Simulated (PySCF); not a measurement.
Simulation results for ClH3NSi, Al2BH4, CH5OSi

All values are calculated (PySCF 2.14.0). Calculation on a computer-drawn molecule: optimised geometry and harmonic frequencies of an isolated molecule of the commonest isotopes, restricted reference for singlets and unrestricted otherwise, frozen core in MP2.

Common to all runs: basis cc-pV(D+d)Z.

```json
{"entry": 1, "formula": "ClH3NSi", "start_structure": {"atoms_angstrom": [["N", -0.0728, 2.0362, -0.2921], ["Si", -0.6353, 2.1657, -1.8113], ["Cl", -2.4937, 2.7022, -2.1279], ["H", -0.6184, 2.2154, 0.536], ["H", 0.8751, 1.764, -0.0824], ["H", 0.245, 1.8818, -2.9297]]}, "given": {"charge": 1, "multiplicity": 1, "method": "MP2", "drawn_bonds_atom": [1, 2, 1, 1, 2], "drawn_bonds_other_atom": [2, 3, 4, 5, 6], "drawn_bonds_order": [1, 1, 1, 1, 1]}, "results": {"optimised_atom_element": ["N", "Si", "Cl", "H", "H", "H"], "optimised_atom_x [angstrom]": [-0.07101, -0.6472, -2.51, -0.6199, 0.8941, 0.2539], "optimised_atom_y [angstrom]": [2.036, 2.169, 2.707, 2.216, 1.758, 1.879], "optimised_atom_z [angstrom]": [-0.2852, -1.82, -2.144, 0.5588, -0.08733, -2.93], "modes_frequency [cm^-1]": [241.3, 451.2, 562.9, 637.7, 664.6, 722.1, 903.9, 1045, 1543, 2424, 3541, 3649], "modes_reduced_mass [dalton]": [3.868, 1.278, 1.213, 6.327, 1.076, 1.16, 1.309, 5.777, 1.139, 1.046, 1.051, 1.099], "rotational_constants [GHz]": [27.37, 4.035, 3.517], "total_energy [hartree]": -804.8357, "convergence_status_largest_gradient_component [hartree/bohr]": 8.452e-06}}
{"entry": 2, "formula": "Al2BH4", "start_structure": {"atoms_angstrom": [["B", -0.3565, -3.0188, -2.1181], ["Al", -0.8079, -1.3413, -1.0666], ["Al", -1.5072, 0.7688, 0.2103], ["H", 0.6255, -3.104, -2.8026], ["H", -0.9373, -4.0334, -2.1108], ["H", -2.3637, 1.8613, -0.4858], ["H", -0.8953, 1.0133, 1.7516]]}, "given": {"charge": 1, "multiplicity": 1, "method": "HF", "drawn_bonds_atom": [1, 2, 1, 1, 3, 3], "drawn_bonds_other_atom": [2, 3, 4, 5, 6, 7], "drawn_bonds_order": [1, 1, 1, 1, 1, 1]}, "results": {"optimised_atom_element": ["B", "Al", "Al", "H", "H", "H", "H"], "optimised_atom_x [angstrom]": [-0.2972, -0.8332, -1.499, 0.6854, -0.9892, -2.411, -0.898], "optimised_atom_y [angstrom]": [-3.114, -1.318, 0.9135, -3.118, -4.083, 1.894, 0.9695], "optimised_atom_z [angstrom]": [-2.17, -1.066, 0.3047, -2.847, -2.091, -0.4967, 1.744], "modes_frequency [cm^-1]": [33.41, 108.7, 109.1, 277.0, 398.2, 540.4, 572.6, 591.2, 763.2, 863.8, 1208, 2060, 2093, 2715, 2827], "modes_reduced_mass [dalton]": [1.008, 3.936, 3.973, 8.935, 1.15, 1.132, 7.412, 1.236, 1.057, 1.309, 1.109, 1.018, 1.067, 1.047, 1.128], "rotational_constants [GHz]": [80.44, 2.001, 1.985], "total_energy [hartree]": -510.5536, "convergence_status_largest_gradient_component [hartree/bohr]": 2.649e-05}}
{"entry": 3, "formula": "CH5OSi", "start_structure": {"atoms_angstrom": [["C", 0.6307, 0.4003, 1.9213], ["Si", -0.5426, -0.9286, 1.1895], ["O", -1.9564, -0.5514, 1.8951], ["H", 1.5981, 0.333, 1.456], ["H", 0.7616, 0.2428, 3.0159], ["H", 0.1936, 1.3846, 1.8371], ["H", -0.7279, -0.7849, -0.2793], ["H", -2.7257, -1.0477, 1.729]]}, "given": {"charge": 0, "multiplicity": 2, "method": "HF", "drawn_bonds_atom": [1, 2, 1, 1, 1, 2, 3], "drawn_bonds_other_atom": [2, 3, 4, 5, 6, 7, 8], "drawn_bonds_order": [1, 1, 1, 1, 1, 1, 1]}, "results": {"optimised_atom_element": ["C", "Si", "O", "H", "H", "H", "H", "H"], "optimised_atom_x [angstrom]": [0.6342, -0.5646, -2.031, 1.614, 0.7578, 0.2619, -0.6775, -2.764], "optimised_atom_y [angstrom]": [0.3906, -0.8626, -0.5882, 0.2961, 0.2517, 1.405, -0.7106, -1.134], "optimised_atom_z [angstrom]": [1.929, 1.223, 1.949, 1.453, 3.005, 1.755, -0.2565, 1.706], "modes_frequency [cm^-1]": [153.3, 249.6, 255.2, 604.2, 711.7, 772.0, 844.7, 902.9, 911.5, 962.8, 1384, 1545, 1550, 2234, 3167, 3249, 3262, 4176], "modes_reduced_mass [dalton]": [1.109, 1.089, 3.045, 1.067, 3.15, 1.199, 1.787, 1.273, 2.39, 1.395, 1.254, 1.05, 1.051, 1.042, 1.035, 1.101, 1.102, 1.067], "rotational_constants [GHz]": [21.95, 6.823, 5.529], "total_energy [hartree]": -404.5915, "spin_squared": 0.7532, "convergence_status_largest_gradient_component [hartree/bohr]": 2.43e-05}}
```
